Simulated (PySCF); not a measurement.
# NMR parameters of BMe2(CF3)

BMe2(CF3), C3H6BF3, point group C1.

Cartesian coordinates in Å; atom numbers follow the order of the lines, from 1:
```xyz
13

B     0.0400    0.0664    0.0182
C     1.5957    0.0390   -0.0240
H     1.9106   -0.4807   -0.9480
H     1.9884   -0.5938    0.7908
H     2.0787    1.0247    0.0104
C    -0.8192    1.3666    0.0206
H    -0.4966    2.0179    0.8518
H    -1.9056    1.2207    0.0783
H    -0.5857    1.9402   -0.8946
C    -0.7439   -1.3434    0.0295
F     0.0405   -2.4317    0.0432
F    -1.5274   -1.4457   -1.0625
F    -1.5448   -1.4323    1.1086
```

GIAO calculations in PySCF on the PBE0-D3(BJ)/def2-SVP structure: isolated species, non-relativistic, equivalent atoms averaged; basis pcSseg-1.

Problem. Give the isotropic shieldings (ppm) with B3LYP, PBE0.

Solution. 
| atoms | environment | B3LYP | PBE0 |
| --- | --- | --- | --- |
| F11/F12/F13 | fluorine bonded to C | 262.5 | 266.6 |
| C10 | carbon bonded to B, 3 F | 44.5 | 52.1 |
| C2/C6 | carbon bonded to B, 3 H | 166.9 | 171.5 |
| B1 | boron bonded to 3 C | 15.2 | 18.9 |
| H3/H4/H5/H7/H8/H9 | hydrogen on a carbon bonded to B | 30.27 | 30.12 |
| HOMO–LUMO gap (eV) | – | 7.31 | 7.73 |

Problem. And the chemical shifts, against references computed in the same way?

Solution. 
| atoms | nucleus, reference | B3LYP | PBE0 |
| --- | --- | --- | --- |
| F11/F12/F13 | ¹⁹F, CFCl3 | -90.6 | -89.4 |
| C10 | ¹³C, TMS | 134.7 | 132.3 |
| C2/C6 | ¹³C, TMS | 12.4 | 12.9 |
| B1 | ¹¹B, BF3·OEt2 | 82.6 | 81.9 |
| H3/H4/H5/H7/H8/H9 | ¹H, TMS | 1.11 | 1.15 |

Problem. Which part of the shielding of F11/F12/F13 depends on the functional?

Solution. Diamagnetic: B3LYP 475, PBE0 474 ppm; paramagnetic: B3LYP -212, PBE0 -207 ppm. The diamagnetic part, set mainly by inner electrons, hardly moves; the paramagnetic part goes with low-lying magnetically allowed excitations and carries the spread.

Problem. What couplings does B3LYP/pcJ-1 (spin–dipole term only in couplings to heteroatoms) give?

Solution. ¹J(C10,F11) = -359.7, ¹J(C2,H3) = 125.8, ¹J(B1,C10) = 86.1, ¹J(B1,C2) = 54.0, ²J(F11,F12) = 107.1, ²J(B1,F11) = 41.6, ²J(H3,H4) = -15.9, ²J(C2,C10) = 5.3, ²J(B1,H3) = -4.7, ²J(C2,C6) = 3.8, ³J(H3,C10) = 3.5, ³J(C2,H7) = 2.9 Hz (averaged over equivalent pairs; isotopes ¹³C, ¹⁹F, ¹H, ¹¹B).

Unscaled 19F shifts against computed CFCl3 carry errors that often reach 10 to 50 ppm.
